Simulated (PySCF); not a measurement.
NICS in isomers of C7H9NO2.

Probes without a nucleus sit at each ring's centroid and 1 Å off its mean plane on both sides; NICS is minus the shielding there, NICSzz its component along the normal. Level: GIAO PBE0/pcSseg-1 (PySCF, non-relativistic, gas phase) on the GFN2-xTB geometries, one conformer each. Atom numbers follow the mapped SMILES.

Question: Order these rings by mean NICS(1)zz, lowest (most negative) first (ppm).
A. ring C4–C5–C6 in `[O:1]=[CH:2]/[CH:3]=[C:4]1/[CH2:5][C@@H:6]1[CH2:7][NH:8][CH:9]=[O:10]`
B. ring C6–C7–C8–C9 in `[CH3:1][N:2]([CH3:3])[C:4](=[O:5])[C@H:6]1[CH:7]=[CH:8][C:9]1=[O:10]`
C. ring C3–C4–C5–C6–N9–C10 in `[CH3:1][O:2][c:3]1[cH:4][cH:5][c:6]([O:7][CH3:8])[n:9][cH:10]1`
D. ring C5–C6–C7–C8 in `[CH3:1][C:2](=[O:3])[O:4][C@@H:5]1[CH2:6][CH2:7][C@H:8]1[C:9]#[N:10]`
E. ring C4–C5–C6–N7–C9–C10 in `[CH3:1][CH2:2][O:3][c:4]1[cH:5][cH:6][n+:7]([O-:8])[cH:9][cH:10]1`

Answer: C (-24.7), E (-19.9), A (-18.3), B (0.4), D (2.8).

```json
{"SMILES": "COc1ccc(OC)nc1", "ring": "6-membered ring with N; formal bonds all aromatic", "NICS(0)": "-8.6", "NICS(1)": "-10.4", "NICS(1)zz": "-24.7", "HOMA": "0.97", "rms pucker (Å)": "0.00", "ring atoms with four or more neighbours": "0"}
{"SMILES": "CCOc1cc[n+]([O-])cc1", "ring": "6-membered ring with N; formal bonds all aromatic", "NICS(0)": "-7.6", "NICS(1)": "-8.5", "NICS(1)zz": "-19.9", "HOMA": "0.96", "rms pucker (Å)": "0.00", "ring atoms with four or more neighbours": "0"}
{"SMILES": "O=C/C=C1/C[C@@H]1CNC=O", "ring": "3-membered carbocycle; formal bonds all single", "NICS(0)": "-28.5", "NICS(1)": "-7.9", "NICS(1)zz": "-18.3", "HOMA": "–", "rms pucker (Å)": "0.00", "ring atoms with four or more neighbours": "2"}
{"SMILES": "CN(C)C(=O)[C@H]1C=CC1=O", "ring": "4-membered carbocycle; formal bonds 1 double, 3 single", "NICS(0)": "4.2", "NICS(1)": "-2.8", "NICS(1)zz": "0.4", "HOMA": "–", "rms pucker (Å)": "0.01", "ring atoms with four or more neighbours": "1"}
{"SMILES": "CC(=O)O[C@@H]1CC[C@H]1C#N", "ring": "4-membered carbocycle; formal bonds all single", "NICS(0)": "-2.0", "NICS(1)": "-1.2", "NICS(1)zz": "2.8", "HOMA": "–", "rms pucker (Å)": "0.09", "ring atoms with four or more neighbours": "4"}
```

NICS(0) gives another order. The isotropic NICS(1) gives the same order. HOMA uses Krygowski's 1993 parameters; it is left out where a ring has a four-coordinate atom, a triple bond, no multiple bond or a kind of bond without parameters. NICS(1) and NICS(1)zz are means over the two faces.
